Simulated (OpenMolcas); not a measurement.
An atom or ion with 4 electrons was computed by SS-RASPT2, IPEA 0.25 Eh, imaginary shift 0.1 Eh with spin-orbit coupling (OpenMolcas, ANO-RCC-VTZP, DKH2). The lowest levels that the run gave, each within 12 % of the measured value where one is at hand:

| J | Parity | E (cm-1) | g |
| --- | --- | --- | --- |
| 0 | even | 0.0 |  |
| 0 | odd | 81945 |  |
| 1 | odd | 82092 | 1.501 |
| 2 | odd | 82388 | 1.501 |
| 1 | odd | 160740 | 1.000 |
| 0 | even | 214199 |  |
| 1 | even | 214347 | 1.501 |
| 2 | even | 214635 | 1.501 |
| 2 | even | 233292 | 1.000 |
| 0 | even | 291698 |  |

Problem. Which ion is it, and what are the configurations and terms?

Solution. O4+ (Z = 8, charge +4; active space 2 electrons in 9 orbitals (RAS2 2s 2p; RAS3 3d, at most 2 electrons)). J, parity and g give the terms where levels are pure, and mixed ones are named by the computed weights; the size of the splittings, set against known spectra of the 4-electron sequence, gives the charge. In order, with the measured energies in cm-1 (Moore, Selected Tables of Atomic Spectra, NSRDS-NBS 3, section 9): 2s2 1S0, 2s 2p 3P* 0 (81942), 2s 2p 3P* 1 (82079), 2s 2p 3P* 2 (82385), 2s 2p 1P* 1 (158798), 2p2 3P0 (213462), 2p2 3P1 (213618), 2p2 3P2 (213887), 2p2 1D2 (231721), 2p2 1S0 (287910).

Active for correlation alone: 3d; no level in the range computed is led by a configuration that fills it, so any true level of that kind is missing. Measured partners are found by configuration, term and J. A level has none where our copy of the source lacks it or the pairing is in doubt (some pairs that miss far off the trend of their configuration count as doubtful), and it then counts in no deviation. Only configurations of the active space appear.

* marks odd parity.
